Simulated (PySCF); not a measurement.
## Atomic charges by several schemes

Compound: C₅H₇F₃.
Numbering: `[CH3:1]/[C:2](=[CH:3]\[CH:4]([F:5])[F:6])[CH2:7][F:8]` (hydrogens: H9, H10, H11 on C1; H12 on C3; H13 on C4; H14, H15 on C7)

Cartesian coordinates in Å at the GFN2-xTB level; atoms count from 1:
```xyz
15
C5H7F3 angstrom
C      0.396   -1.389   -0.302
C      0.454    0.064    0.053
C     -0.612    0.852    0.160
C     -2.016    0.375   -0.053
F     -2.173   -0.216   -1.270
F     -2.372   -0.576    0.856
C      1.839    0.599    0.271
F      1.853    1.943    0.527
H     -0.385   -1.891    0.262
H      1.347   -1.877   -0.104
H      0.161   -1.500   -1.360
H     -0.505    1.895    0.411
H     -2.756    1.185    0.016
H      2.457    0.438   -0.621
H      2.308    0.106    1.132
```

Density: PBE0/pcSseg-1 (PySCF); schemes: Mulliken, IAO, Hirshfeld and ESP-fitted. Isolated species at its GFN2-xTB geometry (one conformer only).

Problem. Atoms with like bonding are taken together and averaged. Do the Mulliken, IAO, Hirshfeld and ESP-fitted schemes agree on where the charge is highest?

Solution. All schemes agree: Mulliken C4 (+0.548); IAO C4 (+0.434); Hirshfeld C4 (+0.148); ESP-fitted C4 (+0.390).

Problem. At which atom do the 4 schemes differ most?

Solution. At C2: from -0.475 (Mulliken) to +0.329 e (ESP-fitted), 0.804 e apart.

Problem. Tabulate the Mulliken, IAO, Hirshfeld and ESP-fitted charges.

Solution. In e; atoms taken as equivalent share a row and are averaged (×n: the atom named and its like, n in all):

```tsv
atom	environment	Mulliken	IAO	Hirshfeld	ESP-fitted
C1	allylic carbon	-0.163	-0.442	-0.119	-0.595
C2	fully substituted alkene carbon	-0.475	+0.040	+0.018	+0.329
C3	alkene CH carbon	-0.130	-0.235	-0.096	-0.473
C4	CHF2 carbon	+0.548	+0.434	+0.148	+0.390
F5/F6	fluorine of a CF2 group	-0.311	-0.310	-0.108	-0.229
C7	sp3 C–F carbon	+0.300	+0.042	+0.030	-0.065
F8	alkyl fluorine	-0.329	-0.320	-0.104	-0.215
H9/H10/H11	methyl hydrogen	+0.138	+0.163	+0.048	+0.182
H12	vinylic hydrogen	+0.100	+0.166	+0.041	+0.196
H13	methine hydrogen	+0.104	+0.147	+0.052	+0.100
H14/H15	methylene hydrogen	+0.126	+0.151	+0.052	+0.122
```

Mean size of the charges over all atoms: ESP-fitted 0.241 e, Mulliken 0.229 e, IAO 0.216 e, Hirshfeld 0.072 e. Each set sums to the total charge, 0, to within 0.001 e. The Mulliken scheme gives each basis function's population to the atom it is centred on and halves the overlap population of two atoms between them. The IAO scheme counts the electrons in orthogonalised intrinsic atomic orbitals, a minimal basis polarised so that it spans the occupied orbitals exactly.

Some averages cover members that differ in this geometry: H9/H10/H11, ESP-fitted +0.144 to +0.209; H9/H10/H11, Mulliken +0.109 to +0.153; H9/H10/H11, IAO +0.143 to +0.174 e.

Problem. Sum the charges by element.

Solution. 
```csv
element,atoms,Mulliken,IAO,Hirshfeld,ESP-fitted
C,5,+0.080,-0.162,-0.019,-0.414
F,3,-0.951,-0.941,-0.321,-0.672
H,7,+0.871,+1.103,+0.340,+1.086
```

Problem. How many electrons does the Mulliken scheme count on F8?

Solution. Z − q = 9 − (-0.329) = 9.329.
